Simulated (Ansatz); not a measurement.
Reaction (cleavage of the Si–Si bond): `C[SiH](C)[SiH2]F` + `BCS` → `BCS[SiH2]F` + `C[SiH2]C`

Isolated molecules relaxed with PBE0-D4/def2-TZVP in Ansatz; ΔE leaves out vibrations. CCSD(T)/CBS adds triple-zeta CCSD(T) − MP2 to the extrapolated MP2 energy (def2 sets, frozen cores). Functionals use def2-TZVPP. Each species was taken in one conformer, which may not be the lowest.

**Question.** Is it downhill or uphill in electronic energy at CCSD(T)/CBS, and by how much? (Estimate.)

**Answer.** Computed: Downhill: ΔE = -79.9 kJ/mol.

**Question.** What do these levels give: B97M-V, BHLYP-D4, PBE0, CCSD/def2-SVP, HF/def2-TZVPP, MP2/def2-TZVPP? (Estimate.)

**Answer.** Ansatz gave: B97M-V -77.9, BHLYP-D4 -80.2, PBE0 -72.6, CCSD/def2-SVP -76.9, HF/def2-TZVPP -85.9, MP2/def2-TZVPP -87.5 kJ/mol.

Largest T1 diagnostic among the species: 0.011.

From PBE to PBE0 (25 % exact exchange), in def2-TZVPP and without D4, ΔE moves by −3.6 kJ/mol. Leaving LDA and LC-ωPBE aside and taking each functional with its dispersion term where it has one, the values, not all of them listed here, spread over 13.7 kJ/mol, from ωB97M-V to PBE-D4. At CCSD(T), def2-SVP lies +3.0 kJ/mol from the extrapolated value and def2-TZVPP +1.7 kJ/mol.
